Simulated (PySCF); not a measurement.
## UHF on Ne+ (neon, charge +1)

Configuration: [He] 2s2 2p5, 2P determinant. Computed with PySCF 2.14 in cc-pVDZ-DK (3s2p1d, 14 functions), with scalar relativity by spin-free X2C-1e.

```
Total energy                                                  : -127.903198 hartree
One-electron energy                                           : -175.1233 hartree
Hartree (Coulomb) energy                                      : 58.8724 hartree
Exchange energy                                               : -11.6522 hartree
⟨S²⟩                                                          : 0.7516
⟨L²⟩                                                          : 2.005
Sum of ⟨r⟩                                                    : 6.461 bohr
Sum of ⟨r²⟩                                                   : 6.919 bohr²
Traceless quadrupole moment −½Σ⟨3z² − r²⟩ along its main axis : 0.433 e·bohr²
Langevin diamagnetic susceptibility                           : -5.48 ×10⁻⁶ cm³/mol
Time after the integrals                                      : 0.05 s of wall time on 1 thread of Neoverse-V1 (shared host)
```

```json
{"shell": "1s α", "electrons": "1", "mean orbital energy (eV)": "-917.15", "spread (eV)": "0", "rms radius, mean of both spins (bohr)": "0.182"}
{"shell": "1s β", "electrons": "1", "mean orbital energy (eV)": "-915.44", "spread (eV)": "0", "rms radius, mean of both spins (bohr)": "0.182"}
{"shell": "2s α", "electrons": "1", "mean orbital energy (eV)": "-74.846", "spread (eV)": "0", "rms radius, mean of both spins (bohr)": "0.949"}
{"shell": "2s β", "electrons": "1", "mean orbital energy (eV)": "-68.741", "spread (eV)": "0", "rms radius, mean of both spins (bohr)": "0.949"}
{"shell": "2p α", "electrons": "3", "mean orbital energy (eV)": "-45.005", "spread (eV)": "3.577", "rms radius, mean of both spins (bohr)": "1.01"}
{"shell": "2p β", "electrons": "2", "mean orbital energy (eV)": "-42.154", "spread (eV)": "0", "rms radius, mean of both spins (bohr)": "1.01"}
```
